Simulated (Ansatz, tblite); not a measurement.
Removing and adding an electron: `[CH3][Sn]([CH3])([CH3])[Sn]([CH3])([CH3])[Sn]([CH3])([CH3])[CH3]`. The state is a singlet with charge 0. Geometry: r2SCAN-D4/def2-SVP. Ansatz, gas phase; energy differences of separate SCF runs; the oxidised species was run as a doublet alone; the reduced species was run as a doublet alone.

```xyz
35

C    -1.3039   -2.7660    0.6014
Sn    0.7543   -2.1350    0.2994
C     1.2958   -2.7255   -1.7201
C     2.0125   -3.2437    1.6818
Sn    0.9287    0.6368    0.6084
C     0.9782    1.1836    2.7182
C     2.7817    1.3948   -0.2544
Sn   -1.2952    1.7639   -0.6540
C    -1.6510    0.7406   -2.5386
C    -1.0759    3.8863   -1.0666
C    -3.0863    1.4963    0.5463
H    -1.3965   -3.8482    0.4202
H    -1.9675   -2.2357   -0.0985
H    -1.6337   -2.5485    1.6285
H     0.6353   -2.2345   -2.4503
H     2.3364   -2.4463   -1.9426
H     1.1908   -3.8166   -1.8261
H     3.0709   -2.9846    1.5293
H     1.7393   -3.0106    2.7217
H     1.8848   -4.3245    1.5147
H     0.0618    0.8487    3.2257
H     1.8468    0.7148    3.2047
H     1.0610    2.2764    2.8179
H     2.8440    1.1383   -1.3220
H     3.6436    0.9533    0.2685
H     2.8230    2.4892   -0.1476
H    -1.7843   -0.3378   -2.3632
H    -2.5633    1.1336   -3.0138
H    -0.8036    0.8808   -3.2267
H    -0.9407    4.4471   -0.1298
H    -1.9774    4.2604   -1.5764
H    -0.2032    4.0642   -1.7125
H    -3.2722    0.4258    0.7191
H    -3.9521    1.9247    0.0174
H    -2.9822    1.9977    1.5200
```

In the def2 sets Sn takes a core potential; there is no spin–orbit coupling. The xTB rows come from tblite. HOMO above LUMO, or a gap near zero within one spin, warns that the state may not be the lowest or that an electron is smeared out.

(1) Estimate orbital energies and vertical ionisation energies and electron affinities at: GFN1-xTB; GFN2-xTB; PBE-D4/def2-SVP; PBE0-D4/def2-SVP.

Results:

(1) 
```tsv
level	−HOMO (eV)	vertical IE (eV)	−LUMO (eV)	vertical EA (eV)	HOMO–LUMO gap (eV)	IE − EA (eV)	remarks
GFN1-xTB	10.96	12.86	7.40	5.55	3.56	7.31	–
GFN2-xTB	10.16	11.96	7.18	5.33	2.97	6.64	–
PBE-D4/def2-SVP	5.19	7.30	0.65	-1.14	4.54	8.44	HOMO above zero (-1 doublet), gap within one spin near zero (-1 doublet)
PBE0-D4/def2-SVP	6.15	7.58	-0.09	-1.27	6.24	8.85	HOMO above zero (-1 doublet)
```

   A HOMO above zero means that the electron is unbound at that level or that self-interaction error raises the level; the energy of removing that electron tells which. Raw xTB energy differences between charge states are shifted by several eV; the methods need an empirical correction for them. Sets without diffuse functions give affinities that are too small. A negative affinity means that the extra electron isn't bound; its size then hangs on the basis.
